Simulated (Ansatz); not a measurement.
Calculated with Ansatz (gas phase, PBE0-D4/def2-TZVP geometries, no zero-point term in ΔE). CCSD(T)/CBS is the MP2 limit (def2-TZVPP, def2-QZVPP) plus CCSD(T) − MP2 in def2-TZVPP, frozen cores. This one scheme is used for every species. Functionals use def2-TZVPP. B3LYP here is the variant with VWN-RPA as its local correlation; programs differ in this. Each species was taken in one conformer, which may not be the lowest.

Consider the ligand exchange at the Si–C bond: `C[SiH2][SiH2]C=N` + `BS` → `BS[SiH2][SiH2]C` + `C=N`.

| level | ΔE (kJ/mol) | difference from CCSD(T)/CBS |
| --- | --- | --- |
| PBE-D4 | -58.0 | 2.5 |
| r2SCAN-D4 | -59.5 | 1.0 |
| PBE0-D4 | -60.7 | -0.2 |
| B3LYP-D4 | -57.2 | 3.3 |
| ωB97X-V | -56.6 | 3.9 |
| ωB97M-V | -56.7 | 3.8 |
| B2PLYP | -56.5 | 4.0 |
| PBE | -55.6 | 4.9 |
| r2SCAN | -59.0 | 1.5 |
| B3LYP | -53.3 | 7.2 |
| MP2/def2-TZVPP | -62.7 | -2.2 |
| SCS-MP2/def2-TZVPP | -59.5 | 1.0 |
| CCSD/def2-TZVPP | -56.2 | 4.3 |
| CCSD(T)/def2-TZVPP | -56.8 | 3.7 |
| HF/def2-QZVPP | -58.4 | 2.1 |
| CCSD/CBS(def2) | -59.9 | 0.6 |
| CCSD(T)/CBS | -60.5 | 0 |

Largest T1 diagnostic among the species: 0.015.

The D4 term adds −3.9 kJ/mol with B3LYP and −2.2 kJ/mol with PBE0; it sums over pairs of atoms, weighted by their polarisabilities, and B3LYP, whose exchange is more repulsive, gets the larger term.
